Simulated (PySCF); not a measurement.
Gas-phase equilibrium of 1 mol H2S, 15 mol SO2 at 1400 K and 1.00 bar, among 21 species (S2O, SO2, O2, O, S2, S6, HO2, H2S2, H2O, H, H2O2, H2S, O3, SO, SH, H2, S8, S, SO3, H2SO4, OH). Only gases are allowed; each row takes one source of thermochemistry for all species, and Cantera finds the minimum.

Method: PySCF energies (xtb for GFN2) plus ideal-gas RRHO corrections (1 bar). † marks an energy on the PBE0/def2-TZVP geometry and frequencies; other levels use their own. CCSD(T) freezes the core. 6-31G* has spherical d functions here. Open shells (unrestricted) among the columns below: S2 (multiplicity 3), SO (multiplicity 3); the rest are closed-shell singlets. GFN2 has no spin-polarisation term. B3LYP is the form with VWN-RPA correlation. CCSD(T) isn't extrapolated to the basis-set limit. The harmonic model lacks anharmonicity and excited electronic states, which grow with temperature; levels with a mode under 35 cm⁻¹ are left out. Warning, large T1 diagnostic: S2O, SO2 (CCSD(T)/def2-SVP†).

Molecules larger than those listed are left out.

With B3LYP/6-31G* thermochemistry: SO2 0.86, SO 0.050, H2O 0.059, S2 0.033, S2O 0.00024, H2 0.0010, H2S 0.00025.

Q: How far does the composition move with the other sources (CCSD(T)/def2-SVP†, GFN2-xTB, M06-2X/def2-TZVP†, r2SCAN/def2-TZVP†, ωB97X-V/def2-TZVP†)?

A: 
```json
[
 {"thermochemistry": "B3LYP/6-31G*", "x SO2": "0.86", "x SO": "0.050", "x H2O": "0.059", "x S2": "0.033", "x S2O": "0.00024", "x H2": "0.0010", "x H2S": "0.00025"},
 {"thermochemistry": "CCSD(T)/def2-SVP†", "x SO2": "0.85", "x SO": "0.061", "x H2O": "0.060", "x S2": "0.030", "x S2O": "0.00016", "x H2": "2.1e-5", "x H2S": "4.4e-5"},
 {"thermochemistry": "GFN2-xTB", "x SO2": "0.89", "x SO": "1.4e-5", "x H2O": "0.052", "x S2": "0.032", "x S2O": "0.012", "x H2": "0.0050", "x H2S": "0.0049"},
 {"thermochemistry": "M06-2X/def2-TZVP†", "x SO2": "0.89", "x SO": "0.0050", "x H2O": "0.060", "x S2": "0.044", "x S2O": "0.00088", "x H2": "0.00053", "x H2S": "0.00043"},
 {"thermochemistry": "r2SCAN/def2-TZVP†", "x SO2": "0.89", "x SO": "0.0075", "x H2O": "0.059", "x S2": "0.042", "x S2O": "0.0017", "x H2": "0.0020", "x H2S": "0.00076"},
 {"thermochemistry": "ωB97X-V/def2-TZVP†", "x SO2": "0.89", "x SO": "0.0058", "x H2O": "0.058", "x S2": "0.042", "x S2O": "0.00066", "x H2": "0.0012", "x H2S": "0.0023"}
]
```
The most sensitive of these is SO: it spans a factor of 10^3.6 over these rows; at this temperature one factor of ten is RT ln 10 = 27 kJ/mol.
